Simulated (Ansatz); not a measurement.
`[CH3][GeH]([NH2])[F]` → `[CH2]` (triplet) + `[NH2][GeH2][F]` at 700 K and 1 bar (formal loss of a carbene).

Computed with Ansatz on PBE0-D4/def2-TZVP structures; ΔE is electronic, products minus reactants. CCSD(T)/CBS adds triple-zeta CCSD(T) − MP2 to the extrapolated MP2 energy (def2 sets, frozen cores). This one scheme is used for every species. Triplets are unrestricted, without spin–orbit coupling. For Ge outer-core shells are correlated without core-valence functions, which leaves a few kJ/mol of doubt a bond. Scalar relativity is left out up to krypton. One conformer a species, not always the lowest.

```tsv
species	CCSD(T)/CBS energy (Eh)	H − E (kJ/mol)	S (J/(mol·K))
`[CH3][GeH]([NH2])[F]`	-2272.33936	265.9	447.9
`[CH2]` (triplet)	-39.09499	70.4	226.8
`[NH2][GeH2][F]`	-2233.06137	170.6	376.2
```

H − E and S are ideal-gas, rigid-rotor, harmonic terms from PBE0-D4/def2-TZVP, for one conformer and one mirror image of each species, with the whole ground term of open shells counted as degenerate. 1 Eh = 2625.50 kJ/mol, R = 8.31446 J/(mol·K).

**Question.** By hand: ΔE, ΔH, ΔS and ΔG.

**Answer.** ΔE = (-39.09499) + (-2233.06137) − (-2272.33936) = 0.18300 Eh = 480.5 kJ/mol. Δ(H − E) = 70.4 + 170.6 − 265.9 = -24.9, so ΔH = 455.6 kJ/mol. ΔS = 226.8 + 376.2 − 447.9 = 155.1 J/(mol·K). ΔG = 455.6 − 700 × (155.1)/1000 = 347.0 kJ/mol.

**Question.** By hand: the equilibrium constant, and the temperature at which ΔG would vanish if ΔH and ΔS stayed fixed.

**Answer.** log₁₀ K = −ΔG/(RT ln 10) = -25.9. ΔG = 0 at ΔH/ΔS = 2937 K, far beyond where these terms or the molecules hold.

The number of gas molecules changes by +1, which sets the sign of ΔS. A doubt of 5 kJ/mol in ΔE shifts log₁₀ K by 0.4 here. Other conformers and mirror images would add mixing entropy, several J/(mol·K) or more a flexible species. A triplet takes part, so the spin changes. These are equilibria of isolated gas molecules and say nothing of rates. Largest T1 diagnostic: 0.011 (customary marks: 0.02 for closed shells, 0.045 for open ones).
